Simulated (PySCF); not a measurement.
Species: C₄H₁₄N₂Si.
Bonds: C1–N2, N2–C3, N2–Si4, Si4–N5, N5–C6, N5–C7. Hydrogens: H8, H9, H10 on C1; H11, H12, H13 on C3; H14, H15 on Si4; H16, H17, H18 on C6; H19, H20, H21 on C7.

The same species was optimised twice, with GFN2-xTB and with PBE0-D3(BJ)/def2-SVP (PySCF), and the same property calculations (PySCF, gas phase) were run on both structures.

```tsv
coordinate	GFN2-xTB	PBE0-D3(BJ)/def2-SVP	change
Si4–N5 (Å)	1.720	1.733	+0.013
N2–Si4 (Å)	1.720	1.733	+0.013
C1–N2 (Å)	1.442	1.440	-0.002
N5–C7 (Å)	1.442	1.440	-0.002
N5–C6 (Å)	1.438	1.438	0.000
N2–C3 (Å)	1.438	1.438	0.000
Si4–N5–C6 (°)	120.8	123.9	+3.1
C3–N2–Si4 (°)	120.8	123.8	+3.0
N2–Si4–N5 (°)	105.9	108.7	+2.8
C6–N5–C7 (°)	112.0	114.6	+2.6
C1–N2–C3 (°)	112.0	114.6	+2.6
Si4–N5–C7 (°)	121.3	120.5	-0.8
C1–N2–Si4 (°)	121.3	120.6	-0.7
C1–N2–Si4–N5 (°)	-49	-51	-2
N2–Si4–N5–C6 (°)	161	141	-20
```

Rotational constants: A = 3875, B = 1297, C = 1158 MHz (GFN2-xTB) against A = 3671, B = 1250, C = 1181 MHz (PBE0-D3(BJ)/def2-SVP). Point groups within 0.08 Å: C2 and C2. Atoms that the bonding makes alike are paired by their places after alignment.

On the GFN2-xTB structure: HOMO (eV) -6.21 [PBE0/pcSseg-1]; LUMO (eV) 1.20 [PBE0/pcSseg-1]; dipole (D) 0.52 [PBE0/pcSseg-1]; GIAO shielding of C1/C3/C6/C7 (mean) (ppm) 147.8 [PBE0/pcSseg-1]; GIAO shielding of N2/N5 (mean) (ppm) 245.2 [PBE0/pcSseg-1]; GIAO shielding of Si4 (ppm) 373.8 [PBE0/pcSseg-1].

Q: What do these properties become on the PBE0-D3(BJ)/def2-SVP structure?

A: 
```
                                    property          level  on GFN2-xTB  on PBE0-D3(BJ)/def2-SVP  change
                                   HOMO (eV)  PBE0/pcSseg-1        -6.21                    -6.19   +0.02
                                   LUMO (eV)  PBE0/pcSseg-1         1.20                     1.27   +0.07
                                  dipole (D)  PBE0/pcSseg-1         0.52                     0.86   +0.34
energy, GFN2-xTB geometry as zero (kcal/mol)  PBE0/pcSseg-1          0.0                     -2.0    -2.0
  GIAO shielding of C1/C3/C6/C7 (mean) (ppm)  PBE0/pcSseg-1        147.8                    146.7    -1.1
        GIAO shielding of N2/N5 (mean) (ppm)  PBE0/pcSseg-1        245.2                    238.7    -6.5
                 GIAO shielding of Si4 (ppm)  PBE0/pcSseg-1        373.8                    372.0    -1.8
```

The heavy atoms differ by 0.163 Å rms after alignment. Among bonds between heavy atoms N2–Si4 and Si4–N5 change most and about equally (+0.013 Å). Changes are differences of the printed values. Neither structure is proved a minimum here.

Conformer computed: `[CH3:1][N:2]([CH3:3])[SiH2:4][N:5]([CH3:6])[CH3:7]`: C1–N2–Si4–N5 -51°, N2–Si4–N5–C6 141°.
